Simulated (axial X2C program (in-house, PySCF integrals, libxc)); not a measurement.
**O or N: which binds elements of chip processing more strongly?**

All values come from calculations with an in-house all-electron X2C program for linear molecules (integrals from PySCF), spin-free (one-electron X2C) or two-component (2c: spin–orbit coupling with atomic mean-field Coulomb and Gaunt terms, which also bring small scalar terms), in Dyall basis sets with cores contracted in-house; open shells are unrestricted.

Level PBE0, spin-free. Dyall triple-zeta sets: BO v3z/av3z; BN v3z/av3z; PO v3z/av3z; PN v3z/av3z; GaO cv3z/av3z; GaN cv3z/av3z; AsO cv3z/av3z; AsN cv3z/av3z; InO cv3z/av3z; InN cv3z/av3z; SnO cv3z/av3z; SnN cv3z/av3z; SbO cv3z/av3z; SbN cv3z/av3z.

Diatomic bonds are a first guide to the radicals met in plasma etching, cleaning and deposition, though surfaces and higher halides or oxides behave in their own way.

```csv
element M,state of MO,Re MO (Å),D0 MO (eV),state of MN,Re MN (Å),D0 MN (eV)
B,"M_S = 1/2, Λ = 0",1.200,8.33,"M_S = 1, Λ = 1",1.315,4.59
P,"M_S = 1/2, Λ = 1",1.483,5.73,"M_S = 0, Λ = 0",1.485,5.78
Ga,"M_S = 1/2, Λ = 0",1.697,4.10,"M_S = 1, Λ = 0",1.996,2.22
As,"M_S = 1/2, Λ = 1",1.612,4.64,"M_S = 0, Λ = 0",1.597,4.54
In,"M_S = 1/2, Λ = 0",1.922,3.44,"M_S = 1, Λ = 0",2.210,1.89
Sn,"M_S = 0, Λ = 0",1.818,5.32,"M_S = 1/2, Λ = 1",1.956,2.53
Sb,"M_S = 1/2, Λ = 1",1.805,3.88,"M_S = 0, Λ = 0",1.803,3.13
```

Question: Work out the energy at 0 K of MO + N → MN + O for each element.

Answer: ΔE = D0(MO) − D0(MN) at PBE0, spin-free: B 3.74, P -0.05, Ga 1.88, As 0.10, In 1.55, Sn 2.79, Sb 0.75 eV (negative: the exchange gives off energy).

Question: For which element is the exchange to N most and for which least favourable, and what is the energy of PO + BN → PN + BO?

Answer: P most (-0.05 eV), B least (3.74 eV). The atoms cancel in the double exchange: ΔE = -0.05 − (3.74) = -3.79 eV, a figure less sensitive to errors in the atoms than D0 itself.

Each entry is the lowest single determinant of a limited PBE0 search at one distance. D0 = De minus the zero-point energy; De goes to single-determinant-based atoms at the same level (for ions the charge split of lowest energy) and is withheld (n/a) where an atom does not fit its ground term or J level. Main or longest-lived isotopes. One determinant is a doubtful description, or other states lie close, for BN, GaN, AsO, InO, InN, SnN, SbO; these need not be ground states, and all values refer to the states named. The functionals have no current term, which raises determinants with orbital currents. These D0 were not checked against measured values; triple-zeta sets, frozen cores and single determinants leave errors of some tenths of an eV, more for transition metals.
